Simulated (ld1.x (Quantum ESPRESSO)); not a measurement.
## An all-electron radial function and its pseudo partner (C)

Columns: radius, all-electron u(r) and pseudo u(r) of the 2s shell (level -32.79 eV) of carbon in the configuration [He] 2s2 2p0.5; PBE, scalar-relativistic, PAW scheme, ld1.x (Quantum ESPRESSO) 7.5.

```tsv
r (bohr)	all-electron	pseudo
0.075	0.3270	-0.0900
0.150	0.3877	-0.1791
0.225	0.3100	-0.2664
0.300	0.1664	-0.3508
0.375	-0.0014	-0.4316
0.450	-0.1700	-0.5079
0.525	-0.3263	-0.5789
0.600	-0.4640	-0.6438
0.675	-0.5808	-0.7020
0.750	-0.6767	-0.7528
0.825	-0.7521	-0.7956
0.900	-0.8081	-0.8300
0.975	-0.8466	-0.8556
1.050	-0.8695	-0.8722
1.125	-0.8791	-0.8795
1.200	-0.8774	-0.8774
1.275	-0.8663	-0.8663
1.350	-0.8476	-0.8476
1.425	-0.8229	-0.8229
1.500	-0.7936	-0.7936
1.575	-0.7610	-0.7610
1.650	-0.7259	-0.7259
1.725	-0.6895	-0.6895
1.800	-0.6522	-0.6522
1.875	-0.6149	-0.6149
1.950	-0.5779	-0.5779
```

Question: How many radial nodes do the two functions have?

Answer: The all-electron 2s function has n − l − 1 = 1; the pseudo-wave has 0, since the states of the same l below it are removed with the core.

Question: At about which radius was the pseudo-wave matched?

Answer: 1.20 bohr, where the columns begin to agree (steps of 0.07 bohr).

Question: Is the pseudo-wave norm-conserving?

Answer: No, it belongs to a PAW set: the norm inside the radius is not constrained, and the difference is carried by the augmentation charge.
